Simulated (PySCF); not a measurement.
BF2HO: core ionisation energies

Species: hydroxydifluoroborane, BF₂HO.
Bonds: O1–B2, B2–F3, B2–F4. Hydrogens: H5 on O1.

Computed, not measured: delta-SCF UKS SCAN, pcX-2 on the ionised atom, pcseg-1 elsewhere, spin-free X2C in PySCF 2.14.0. These are vertical core ionisation energies against the vacuum level, from separate self-consistent calculations with and without the core hole.

Q: List the computed XPS lines with their assignment.

A: 
```json
{"atom(s)": "F3/F4", "environment": "boron-bound fluorine", "level": "F 1s", "binding energy (eV)": "693.92", "count": "2"}
{"atom(s)": "O1", "environment": "boron-bound oxygen", "level": "O 1s", "binding energy (eV)": "540.51", "count": "1"}
{"atom(s)": "B2", "environment": "three-coordinate boron", "level": "B 1s", "binding energy (eV)": "200.89", "count": "1"}
```

Q: What is the longest wavelength that can ionise B 1s of B2 vertically?

A: λ = hc/E = 12398.42 eV Å / 200.89 eV = 61.717 Å.

Q: Express the binding energy of B 1s of B2 in atomic units and per mole.

A: 200.89 eV = 7.3826 Eh = 19383 kJ/mol.

Topologically equivalent atoms share the value of their first member; where this conformer doesn't relate them by symmetry, their own values could differ. Isolated species at its PBE0-D3(BJ)/def2-SVP geometry (one conformer only).

On Arm Neoverse V2, one thread, shared host with 96 logical CPUs at a one-minute load of 50, this took 4.7 s wall and 0.34 GiB of memory at its peak.

The values belong to the conformer `[OH:1][B:2]([F:3])[F:4]`: H–O1–B2–F3 180°.
